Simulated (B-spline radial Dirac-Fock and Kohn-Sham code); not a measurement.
Satellites and hypersatellites of the K lines of Zr⁴⁺

System: zirconium as Zr⁴⁺ in the configuration [Ar] 3d10 4s2 4p6.

Level of theory: Dirac-Fock ΔSCF + Breit + QED; a radial atomic solver. Each two-hole energy is an average over J within one jj subconfiguration, not an observable level; in light atoms, where LS coupling holds, the j-resolved values are not observed lines, and for a K spectator the Kα1 hypersatellite is nearly forbidden. Correlation energy is missing from these numbers.

Lines without a spectator: Kα2 (K-L2) 15688.6 eV, Kα1 (K-L3) 15773.1 eV, Kβ3 (K-M2) 17649.9 eV, Kβ1 (K-M3) 17663.7 eV. Shifts in eV with one spectator hole (a dash: not computed, or left out as unreliable):

```
spectator hole     Kα2     Kα1     Kβ3     Kβ1
        K (1s)  +441.1  +449.7  +558.5  +560.2
    L2 (2p1/2)   +45.5   +56.5       –  +123.3
    L3 (2p3/2)   +47.8   +46.9  +114.0       –
    M2 (3p1/2)       –   +5.20  +12.71  +15.75
    M3 (3p3/2)   +4.18       –  +14.05  +13.48
    M4 (3d3/2)   +0.04   -1.81       –       –
    M5 (3d5/2)   -2.05   -0.79       –       –
```

With n spectator holes in 2p, averaged over the 2p shell (energies in eV):

```csv
n,KαLⁿ,step,hypersatellite KαʰLⁿ
0,15744.9,–,16191.7
1,15794.5,+49.6,16242.7
2,15845.3,+50.8,16294.8
3,15897.3,+52.0,16348.2
4,15950.5,+53.2,16402.7
5,16004.9,+54.4,16458.5
```
